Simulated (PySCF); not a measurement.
A calculated (MN15, PySCF 2.14, dyall-av3z, no relativity, point nucleus) atom or ion has these occupied shells.

| shell | electrons | orbital energy (eV) | rms radius, mean of both spins (bohr) |
| --- | --- | --- | --- |
| 1s α | 1 | -1508.1 | 0.141 |
| 1s β | 1 | -1507.9 | 0.141 |
| 2s α | 1 | -112.39 | 0.697 |
| 2s β | 1 | -112.12 | 0.697 |
| 2p α | 3 | -76.310 | 0.677 |
| 2p β | 3 | -76.077 | 0.677 |
| 3s α | 1 | -10.480 | 2.69 |
| 3p α | 2 | -4.682 | 3.52 |

Task: Name the element and its charge.

Result: Al (aluminium, neutral), in [Ne] 3s1 3p2, high-spin 4P determinant (an excited configuration).
